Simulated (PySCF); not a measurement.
**Basis and Hamiltonian dependence of the electron affinity of Co**

Co⁻ [Ar] 3d8 4s2 (3F) → Co [Ar] 3d7 4s2 (4F). All values are computed (PySCF 2.14, energy differences of UHF-based or UKS calculations, no spin-orbit coupling). Values in eV.

| basis | Hamiltonian | functions | UHF | r2SCAN | PBE0 | MP2 (valence) | CCSD(T) (valence) | CCSD(T) (valence and next inner shell) |
| --- | --- | --- | --- | --- | --- | --- | --- | --- |
| aug-cc-pVDZ-DK | spin-free X2C | 59 | -2.028 | 0.976 | 0.589 | 0.321 | 0.172 | n/a |
| ANO-RCC-VTZP | spin-free X2C | 59 | -1.864 | 0.528 | 0.268 | 0.377 | 0.085 | 0.117 |
| def2-TZVPPD | non-relativistic | 67 | -2.181 | 1.089 | 0.698 | 0.469 | 0.209 | 0.336 |
| x2c-TZVPPall with one added diffuse shell each of s, p, d, f type | spin-free X2C | 80 | -2.057 | 1.036 | 0.663 | 0.474 | 0.307 | 0.439 |
| aug-cc-pVTZ | non-relativistic | 93 | -1.748 | 1.273 | 0.919 | 0.709 | 0.543 | n/a |
| aug-cc-pVTZ-DK | spin-free X2C | 93 | -2.050 | 1.025 | 0.661 | 0.458 | 0.305 | n/a |
| def2-QZVPPD | non-relativistic | 100 | -1.921 | 1.216 | 0.851 | 0.743 | 0.517 | n/a |
| aug-cc-pwCVTZ-DK | spin-free X2C | 127 | -2.054 | 1.026 | 0.661 | 0.492 | n/a | n/a |
| aug-cc-pwCVTZ | non-relativistic | 127 | -1.752 | 1.274 | 0.920 | 0.743 | n/a | n/a |
| x2c-QZVPPall with one added diffuse shell each of s, p, d, f, g type | spin-free X2C | 128 | -2.054 | 1.046 | 0.663 | 0.497 | n/a | n/a |
| aug-cc-pVQZ | non-relativistic | 140 | -1.747 | 1.275 | 0.917 | 0.782 | n/a | n/a |
| aug-cc-pwCVTZ-DK with one added diffuse shell each of s, p, d, f, g type | spin-free X2C | 152 | -2.008 | n/a | n/a | n/a | n/a | n/a |
| aug-cc-pwCVQZ | non-relativistic | 185 | -1.749 | 1.278 | 0.920 | 0.802 | n/a | n/a |

Task: Estimate the row for aug-pcseg-3 (non-relativistic, 128 functions).

Result: From the rows with the same Hamiltonian and similar size; the calculation gives UHF -1.75; r2SCAN 1.29; PBE0 0.93; MP2 (valence) 0.76 (eV).

Extrapolation of MP2 (valence) from aug-cc-pVTZ and aug-cc-pVQZ: the correlation parts are 2.457 and 2.529 eV; with the X⁻³ form and unrounded values, (4³ × 2.529 − 3³ × 2.457)/(4³ − 3³) = 2.581 eV, and adding the Hartree-Fock value -1.747 eV of the larger basis gives 0.834 eV.

Extrapolation of MP2 (valence) from aug-cc-pwCVTZ and aug-cc-pwCVQZ: the correlation parts are 2.495 and 2.550 eV; with the X⁻³ form and unrounded values, (4³ × 2.550 − 3³ × 2.495)/(4³ − 3³) = 2.591 eV, and adding the Hartree-Fock value -1.749 eV of the larger basis gives 0.842 eV.

Frozen in the all-electron rows: valence: [Ar]; valence and next inner shell: [Ne].

At UHF, def2-TZVPPD lies more than 0.3 eV from the median of the rows with comparable relativity.

Non-relativistic rows lack the scalar-relativistic shift.

In most of these bases the highest occupied level of the anion is positive at r2SCAN, PBE0, so the basis helps to hold the electron.

Between the lowest levels the reference is 0.662 eV (measured; photodetachment measurements, as compiled on the Wikipedia data page of electron affinities); it includes spin-orbit coupling, which these numbers lack.
